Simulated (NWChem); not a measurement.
System: C$_{2}$H$_{7}$NPb, singlet; SMILES C[N](C)[PbH]

NWChem printed, in part:

```
             Northwest Computational Chemistry Package (NWChem) 7.3.0
             --------------------------------------------------------

 CS  symmetry detected

                             Geometry "geometry" -> ""
                             -------------------------

 Output coordinates in angstroms (scale by  1.889725989 to convert to a.u.)

  No.       Tag          Charge          X              Y              Z
 ---- ---------------- ---------- -------------- -------------- --------------
    1 Pb                  82.0000     0.01621373    -0.64710761     0.00000000
    2 H                    1.0000    -1.81522199    -0.83806676     0.00000000
    3 N                    7.0000    -0.00521975     1.51001155     0.00000000
    4 C                    6.0000     1.20818507     2.29097668     0.00000000
    5 C                    6.0000    -1.15711041     2.37533756     0.00000000
    6 H                    1.0000     1.26047332     2.93896550    -0.88543176
    7 H                    1.0000     1.26047332     2.93896550     0.88543176
    8 H                    1.0000     2.07897997     1.63766194     0.00000000
    9 H                    1.0000    -1.16375072     3.02384852     0.88600561
   10 H                    1.0000    -1.16375072     3.02384852    -0.88600561
   11 H                    1.0000    -2.05663882     1.76963480     0.00000000

 Effective nuclear repulsion energy (a.u.)     479.3752116407

      Symmetry information
      --------------------

 Group name             Cs
 Group number              2
 Group order               2
 No. of unique centers     9

                                Z-matrix (autoz)
                                --------

 Units are Angstrom for bonds and degrees for angles

      Type          Name      I     J     K     L     M      Value
      ----------- --------  ----- ----- ----- ----- ----- ----------
    1 Stretch                  1     2                       1.84136
    2 Stretch                  1     3                       2.15723
    3 Stretch                  3     4                       1.44300
    4 Stretch                  3     5                       1.44071
    5 Stretch                  4     6                       1.09846
    6 Stretch                  4     7                       1.09846
    7 Stretch                  4     8                       1.08862
    8 Stretch                  5     9                       1.09801
    9 Stretch                  5    10                       1.09801
   10 Stretch                  5    11                       1.08445
   11 Bend                     1     3     4               122.19665
   12 Bend                     1     3     5               127.48398
   13 Bend                     2     1     3                95.38329
   14 Bend                     3     4     6               111.05660
   15 Bend                     3     4     7               111.05660
   16 Bend                     3     4     8               110.35497
   17 Bend                     3     5     9               111.07442
   18 Bend                     3     5    10               111.07442
   19 Bend                     3     5    11               109.13072
   20 Bend                     4     3     5               110.31938
   21 Bend                     6     4     7               107.42684
   22 Bend                     6     4     8               108.41778
   23 Bend                     7     4     8               108.41778
   24 Bend                     9     5    10               107.59268
   25 Bend                     9     5    11               108.95766
   26 Bend                    10     5    11               108.95766
   27 Torsion                  1     3     4     6         120.26058
   28 Torsion                  1     3     4     7        -120.26058
   29 Torsion                  1     3     4     8           0.00000
   30 Torsion                  1     3     5     9         120.14434
   31 Torsion                  1     3     5    10        -120.14434
   32 Torsion                  1     3     5    11           0.00000
   33 Torsion                  2     1     3     4         180.00000
   34 Torsion                  2     1     3     5           0.00000
   35 Torsion                  4     3     5     9         -59.85566
   36 Torsion                  4     3     5    10          59.85566
   37 Torsion                  4     3     5    11         180.00000
   38 Torsion                  5     3     4     6         -59.73942
   39 Torsion                  5     3     4     7          59.73942
   40 Torsion                  5     3     4     8         180.00000

                           NWChem Geometry Optimization
                           ----------------------------

 maximum gradient threshold         (gmax) =   0.000450
 rms gradient threshold             (grms) =   0.000300
 maximum cartesian step threshold   (xmax) =   0.001800
 rms cartesian step threshold       (xrms) =   0.001200
 fixed trust radius                (trust) =   0.300000
 source of zmatrix                         =   autoz

          -------------------
          Energy Minimization
          -------------------

 Using diagonal initial Hessian
 Scaling for Hessian diagonals: bonds = 1.00  angles = 0.25  torsions = 0.10

          --------
          Step   0

                                 NWChem DFT Module
                                 -----------------

 Summary of "ao basis" -> "ao basis" (spherical)
 ------------------------------------------------------------------------------
       Tag                 Description            Shells   Functions and Types
 ---------------- ------------------------------  ------  ---------------------
 Pb                         def2-svp                10       26   4s4p2d
 H                          def2-svp                 3        5   2s1p
 N                          def2-svp                 6       14   3s2p1d
 C                          def2-svp                 6       14   3s2p1d

      Symmetry analysis of basis
      --------------------------

        a'         70
        a"         33

            General Information
            -------------------
          SCF calculation type: DFT
          Wavefunction type:  closed shell.
          No. of atoms     :    11
          No. of electrons :    48
           Alpha electrons :    24
            Beta electrons :    24
          Charge           :     0
          Spin multiplicity:     1
          Use of symmetry is: on ; symmetry adaption is: on
          Maximum number of iterations: 150
          AO basis - number of functions:   103
                     number of shells:    49
          Convergence on energy requested:  1.00D-06
          Convergence on density requested:  1.00D-05
          Convergence on gradient requested:  5.00D-04

[...]

      ----------------------
      Optimization converged
      ----------------------

  Step       Energy      Delta E   Gmax     Grms     Xrms     Xmax
  ---- ---------------- -------- -------- -------- -------- --------
@    5    -327.77652255 -4.7D-07  0.00024  0.00005  0.00072  0.00178
                                     ok       ok       ok       ok

                                Z-matrix (autoz)
                                --------

 Units are Angstrom for bonds and degrees for angles

      Type          Name      I     J     K     L     M      Value     Gradient
      ----------- --------  ----- ----- ----- ----- ----- ---------- ----------
    1 Stretch                  1     2                       1.88484   -0.00018
    2 Stretch                  1     3                       2.18765    0.00024
    3 Stretch                  3     4                       1.44591    0.00001
    4 Stretch                  3     5                       1.44564    0.00001
    5 Stretch                  4     6                       1.11875    0.00001
    6 Stretch                  4     7                       1.11875    0.00001
    7 Stretch                  4     8                       1.10951    0.00002
    8 Stretch                  5     9                       1.11896    0.00001
    9 Stretch                  5    10                       1.11896    0.00001
   10 Stretch                  5    11                       1.10650    0.00003
   11 Bend                     1     3     4               120.81950    0.00002
   12 Bend                     1     3     5               126.13858    0.00000
   13 Bend                     2     1     3                90.46736   -0.00001
   14 Bend                     3     4     6               111.96502   -0.00001
   15 Bend                     3     4     7               111.96502   -0.00001
   16 Bend                     3     4     8               111.24237    0.00000
   17 Bend                     3     5     9               111.68622   -0.00001
   18 Bend                     3     5    10               111.68622   -0.00001
   19 Bend                     3     5    11               110.76972   -0.00000
   20 Bend                     4     3     5               113.04192   -0.00002
   21 Bend                     6     4     7               106.16055    0.00000
   22 Bend                     6     4     8               107.61232    0.00001
   23 Bend                     7     4     8               107.61232    0.00001
   24 Bend                     9     5    10               106.12504   -0.00000
   25 Bend                     9     5    11               108.18397    0.00001
   26 Bend                    10     5    11               108.18397    0.00001
   27 Torsion                  1     3     4     6         120.45221    0.00000
   28 Torsion                  1     3     4     7        -120.45221   -0.00000
   29 Torsion                  1     3     4     8           0.00000    0.00000
   30 Torsion                  1     3     5     9         120.66393    0.00001
   31 Torsion                  1     3     5    10        -120.66393   -0.00001
   32 Torsion                  1     3     5    11           0.00000   -0.00000
   33 Torsion                  2     1     3     4         180.00000    0.00000
   34 Torsion                  2     1     3     5           0.00000    0.00000
   35 Torsion                  4     3     5     9         -59.33607    0.00001
   36 Torsion                  4     3     5    10          59.33607   -0.00001
   37 Torsion                  4     3     5    11         180.00000   -0.00000
   38 Torsion                  5     3     4     6         -59.54779    0.00000
   39 Torsion                  5     3     4     7          59.54779   -0.00000
   40 Torsion                  5     3     4     8         180.00000   -0.00000

                         Geometry "geometry" -> "geometry"
                         ---------------------------------

 Output coordinates in angstroms (scale by  1.889725989 to convert to a.u.)

  No.       Tag          Charge          X              Y              Z
 ---- ---------------- ---------- -------------- -------------- --------------
    1 Pb                  82.0000     0.04863539    -0.67049815     0.00000000
    2 H                    1.0000    -1.83541439    -0.72505259     0.00000000
    3 N                    7.0000     0.00315563     1.51667848     0.00000000
    4 C                    6.0000     1.22921174     2.28312253     0.00000000
    5 C                    6.0000    -1.18180319     2.34477411     0.00000000
    6 H                    1.0000     1.30530261     2.95082800    -0.89441458
    7 H                    1.0000     1.30530261     2.95082800     0.89441458
    8 H                    1.0000     2.11824797     1.61932245     0.00000000
    9 H                    1.0000    -1.21696841     3.01628483     0.89437476
   10 H                    1.0000    -1.21696841     3.01628483    -0.89437476
   11 H                    1.0000    -2.09606853     1.72150369     0.00000000

 Effective nuclear repulsion energy (a.u.)     474.7998736637

      Symmetry information
      --------------------

 Group name             Cs
 Group number              2
 Group order               2
 No. of unique centers     9

                Final and change from initial internal coordinates
                --------------------------------------------------

                                Z-matrix (autoz)
                                --------

 Units are Angstrom for bonds and degrees for angles

      Type          Name      I     J     K     L     M      Value       Change
      ----------- --------  ----- ----- ----- ----- ----- ---------- ----------
    1 Stretch                  1     2                       1.88484    0.04348
    2 Stretch                  1     3                       2.18765    0.03042
    3 Stretch                  3     4                       1.44591    0.00290
    4 Stretch                  3     5                       1.44564    0.00493
    5 Stretch                  4     6                       1.11875    0.02029
    6 Stretch                  4     7                       1.11875    0.02029
    7 Stretch                  4     8                       1.10951    0.02089
    8 Stretch                  5     9                       1.11896    0.02095
    9 Stretch                  5    10                       1.11896    0.02095
   10 Stretch                  5    11                       1.10650    0.02205
   11 Bend                     1     3     4               120.81950   -1.37715
   12 Bend                     1     3     5               126.13858   -1.34539
   13 Bend                     2     1     3                90.46736   -4.91593
   14 Bend                     3     4     6               111.96502    0.90842
   15 Bend                     3     4     7               111.96502    0.90842
   16 Bend                     3     4     8               111.24237    0.88740
   17 Bend                     3     5     9               111.68622    0.61179
   18 Bend                     3     5    10               111.68622    0.61179
   19 Bend                     3     5    11               110.76972    1.63900
   20 Bend                     4     3     5               113.04192    2.72254
   21 Bend                     6     4     7               106.16055   -1.26629
   22 Bend                     6     4     8               107.61232   -0.80545
   23 Bend                     7     4     8               107.61232   -0.80545
   24 Bend                     9     5    10               106.12504   -1.46764
   25 Bend                     9     5    11               108.18397   -0.77369
   26 Bend                    10     5    11               108.18397   -0.77369
   27 Torsion                  1     3     4     6         120.45221    0.19163
   28 Torsion                  1     3     4     7        -120.45221   -0.19163
   29 Torsion                  1     3     4     8           0.00000    0.00000
   30 Torsion                  1     3     5     9         120.66393    0.51958
   31 Torsion                  1     3     5    10        -120.66393   -0.51958
   32 Torsion                  1     3     5    11           0.00000    0.00000
   33 Torsion                  2     1     3     4         180.00000    0.00000
   34 Torsion                  2     1     3     5           0.00000    0.00000
   35 Torsion                  4     3     5     9         -59.33607    0.51958
   36 Torsion                  4     3     5    10          59.33607   -0.51958
   37 Torsion                  4     3     5    11         180.00000    0.00000
   38 Torsion                  5     3     4     6         -59.54779    0.19163
   39 Torsion                  5     3     4     7          59.54779   -0.19163
   40 Torsion                  5     3     4     8         180.00000    0.00000

[...]
```

Level: PBE-D3(BJ)/def2-SVP with def2 effective core potentials on Pb. Low-valent species are run as closed-shell singlets; no triplet was tried in these runs. Not confirmed as a minimum by frequencies. def2 effective core potentials on Pb; no spin-orbit coupling.

**Question.** Reconstruct the input file.

**Answer.** Several could match; the one computed here: the input that was run:
```
start job
memory heap 200 mb stack 900 mb global 1100 mb
geometry units angstroms
  Pb    -0.382089     0.108641     0.268727
  H     -1.217876     1.108830    -1.031929
  N      1.340582    -0.385785    -0.931927
  C      2.419901    -1.200949    -0.429099
  C      1.605287     0.011900    -2.291125
  H      2.546286    -2.107417    -1.037197
  H      3.371679    -0.653818    -0.452616
  H      2.220867    -1.501087     0.598231
  H      2.535200     0.589085    -2.360380
  H      1.709272    -0.865456    -2.945340
  H      0.783374     0.621906    -2.649426
end
basis spherical
  * library def2-svp
end
ecp
  Pb library def2-ecp
end
dft
  xc xpbe96 cpbe96
  disp vdw 4
  iterations 150
end
driver
  maxiter 120
end
task dft optimize
```
